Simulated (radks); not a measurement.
Task: Valence configurations of Eu II (all share [Xe]). Calculated with a radial shooting solver on a logarithmic mesh with Libxc functionals: scalar-relativistic Kohn-Sham, BLYP, spin-polarised, spherical densities, finite nucleus; open shells are filled with parallel spins first (spin-orbit coupling, left out, can overturn this in heavy ions); Fermi nuclear charge, rms radius 5.1115 fm. Order these by energy: 4f7 6p1; 4f6 6s2; 4f5 5d2 6s1; 4f5.5 5d2 6p0.5; 4f6 6s1 6p1; 4f6 5d1 6s1; 4f7.5 6s0.5; 4f6 5d2; 4f7 5d1; 4f7 6s1.

Result: From the lowest, in eV above it: 4f7 6s1 0.000; 4f7 5d1 1.594; 4f7.5 6s0.5 2.211; 4f7 6p1 3.347; 4f6 5d1 6s1 4.819; 4f6 6s2 5.129; 4f6 5d2 5.722; 4f6 6s1 6p1 8.286; 4f5.5 5d2 6p0.5 11.019; 4f5 5d2 6s1 14.482. NIST lists [Xe] 4f7 6s1 as the ground configuration; this level of theory agrees among the configurations tried. The energies are those of spherical high-spin densities, not of single terms.
